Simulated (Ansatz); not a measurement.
C₂H₂BF₂N, SMILES `FBC1(F)C=N1`. The species carries charge 0 and has multiplicity 1.

```xyz
8

F    -2.0893   -0.0950    1.1593
B    -1.2094    0.3452    0.2863
C     0.2444   -0.1903    0.3198
F     0.5605   -1.0469    1.3355
C     1.1368   -0.2126   -0.8143
N     1.3774    0.7442   -0.0527
H    -1.5464    1.1495   -0.5322
H     1.5261   -0.6941   -1.7018
```

Problem. List the harmonic frequencies (cm⁻¹, unscaled) at PBE0-D4/def2-TZVP in Ansatz. (Best estimate.)

Solution. The calculation gave: 101, 191, 304, 389, 468, 513, 770, 804, 836, 909, 1032, 1100, 1200, 1272, 1414, 1778, 2644, 3240.

Problem. Is this a minimum?

Solution. Yes, all 18 modes are real.

Problem. Give the ideal-gas thermochemistry at 298.15 K and 1 bar (rigid rotor, harmonic oscillator; point group C1, symmetry number 1).

Solution. Zero-point energy 113.4 kJ/mol; H(298) − E = 130.9 kJ/mol; entropy 318.5 J/(mol·K), of which translation 164.8, rotation 110.1, vibration 43.5; G(298) − E = 36.0 kJ/mol.

Problem. Rotational constants (cm⁻¹)?

Solution. 0.2531, 0.0926, 0.07522.
